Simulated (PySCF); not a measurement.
Ionisation energy of Se by level of theory

Se [Ar] 3d10 4s2 4p4 (3P) → Se⁺ [Ar] 3d10 4s2 4p3 (4S), as a difference of total energies. All numbers are calculated (PySCF 2.14, the spin-free X2C one-electron Hamiltonian (Gaussian nucleus), in cc-pVDZ-DK (5s4p2d, 27 functions)). Correlated levels: valence: [Ar] 3d10 frozen. The calculations carry no spin-orbit coupling.

```
           method  ionisation energy (eV)  error (eV)
              UHF                   8.504      -1.131
             BP86                   9.781      +0.146
             PBE0                   9.574      -0.061
    MP2 (valence)                   8.907      -0.728
SCS-MP2 (valence)                   8.927      -0.708
   CCSD (valence)                   8.927      -0.708
CCSD(T) (valence)                   8.933      -0.702
```

Reference: 9.635 eV (measured; NIST levels, between the centres of gravity of the two terms).

Errors of the correlated levels include the incompleteness of this basis and the frozen core.
